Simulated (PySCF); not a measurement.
C+: excitation energy

C+ [He] 2s2 2p1 (2P) → C+ [He] 2s2 3s1 (2S), as a difference of total energies. Calculation: PySCF 2.14, in aug-cc-pVQZ; the non-relativistic Hamiltonian (point nucleus). Correlated levels: valence: 1s2 frozen. The calculations carry no spin-orbit coupling.

```
           method  excitation energy (eV)  error (eV)
              UHF                  14.364      -0.080
    MP2 (valence)                  14.350      -0.094
SCS-MP2 (valence)                  14.335      -0.109
   CCSD (valence)                  14.470      +0.026
CCSD(T) (valence)                  14.380      -0.064
```

Reference: 14.444 eV (measured; NIST levels, between the centres of gravity of the two terms).

Errors of the correlated levels include the incompleteness of this basis and the frozen core.

The coupled-cluster amplitudes are large for the upper state (T1 above 0.03 or a double amplitude above 0.15), so a single reference is strained.
